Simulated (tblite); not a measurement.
Species: C3H8GeSi.
Atom-mapped SMILES: `[CH:1]#[C:2][C@@H:3]([SiH3:4])[GeH3:5]` (hydrogens: H6 on C1; H7 on C3; H8, H9, H10 on Si4; H11, H12, H13 on Ge5)

Calculated harmonic vibrations of the isolated species, GFN2-xTB (tblite), most abundant isotopes, no scaling. Against measured fundamentals such values can be off by several per cent, at times by over 20. Modes of hydrogen on germanium and silicon can be 10 to 20 % off.

Harmonic wavenumbers (cm⁻¹): 103.4, 113.7, 114.6, 132.9, 162.0, 328.2, 361.3, 441.6, 476.6, 501.9, 548.3, 604.2, 616.8, 677.6, 760.8, 765.7, 776.1, 778.9, 802.2, 851.0, 862.7, 1022.1, 1032.0, 1166.2, 1948.0, 2034.0, 2059.8, 2236.6, 2259.3, 2264.5, 2270.1, 2896.9, 3394.6.

A = 2807, B = 1733, C = 1138 MHz; mass 145.961 u (most abundant isotopes); point group C1, symmetry number 1.

Question: Zero-point energy?

Answer: ½Σν̃ = 17682 cm⁻¹ = 50.56 kcal/mol.

Question: Give the ideal-gas entropy at 400 K and 1 bar in the rigid-rotor, harmonic-oscillator model (classical rotation).

Answer: Translation 42.33, rotation 29.33, vibration 31.95: S = 103.6 cal/(mol K).

Question: And Cp and H(400 K) − H(0)?

Answer: Cp = 40.95 cal/(mol K), of which vibrations give 33.00 (their classical limit is 33 R = 65.6); H(400 K) − H(0) = 10.09 kcal/mol without the zero-point energy, 6.91 from vibrations.

Question: What must be added to the electronic energy to get the Gibbs energy at 400 K and 1 bar?

Answer: ZPE + [H(400 K) − H(0)] − T·S = 50.56 + 10.09 − 41.44 = 19.21 kcal/mol.

Question: Blend soft modes into free rotors: weight 1/[1 + (100 cm⁻¹/ν̃)⁴] for the oscillator and the rest for a rotor with moment μB/(μ + B), μ = h/(8π²ν), B = 10⁻⁴⁴ kg m². What vibrational entropy results?

Answer: 30.80 cal/(mol K) in place of 31.95, which changes −T·S at 400 K by +0.46 kcal/mol.

Question: How do the functions run with temperature in this model?

Answer: 
```
 T (K)  S (cal/(mol K))  Cp (cal/(mol K))  H − H(0) (kcal/mol)  G − H(0) (kcal/mol)  ln q(vib)
   150             73.9              21.0                 2.12                -8.97       1.97
   250             86.9              30.3                 4.69               -17.03       4.10
298.15             92.6              34.3                 6.24               -21.35       5.15
   600            122.0              49.8                19.23               -53.98      11.59
   900            143.9              57.9                35.49               -94.00      17.25
```

q(vib) and H(0) count from the zero-point level.

Question: Which modes carry the vibrational entropy at 400 K?

Answer: 103.4 cm⁻¹: 3.96; 113.7 cm⁻¹: 3.78; 114.6 cm⁻¹: 3.76; 132.9 cm⁻¹: 3.47; 162.0 cm⁻¹: 3.09; 328.2 cm⁻¹: 1.77 cal/(mol K); the other 27 give 12.11 together.

Hindered rotation and anharmonicity are outside this model. The structure is chiral; the term R ln 2 for an equal mix with its mirror image is left out.

Hardware: an Arm Neoverse V2 with one thread, shared host with 96 logical CPUs at a one-minute load of 79. Cost: 0.31 s. The figure is for the frequency step alone.
